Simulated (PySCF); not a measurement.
The numbers are results of B3LYP-D3(BJ)/def2-TZVP // B3LYP-D3(BJ)/def2-SVP in PySCF, not measurements. Gas-phase values, no solvent. One relaxed conformer stands for a flexible species; it need not be the lowest. B3LYP has the VWN-RPA correlation part, as in Gaussian. Excitations are Tamm–Dancoff values on a coarser integration grid. The basis has no diffuse functions, so Rydberg states are missing or too high.

Reference species (SMILES): `O=CC1=C(C(F)(F)F)C=C[SiH2]1` (O–C–C–Si torsion 0°) (neutral, multiplicity 1).

The HOMO is -7.53 eV. The brightest of the four lowest singlets (TDA) comes out as 4.25 eV.

Changed species: `O=C[Si@@H]1C=CC=C1C(F)(F)F` (O–C–Si–C torsion 113°).

### Question
What does the change do to the HOMO and brightest of the four lowest singlets (TDA)?

### Answer
the HOMO rises by 0.50 eV, to -7.03 eV; the brightest of the four lowest singlets (TDA) rises by 0.17 eV, to 4.42 eV.
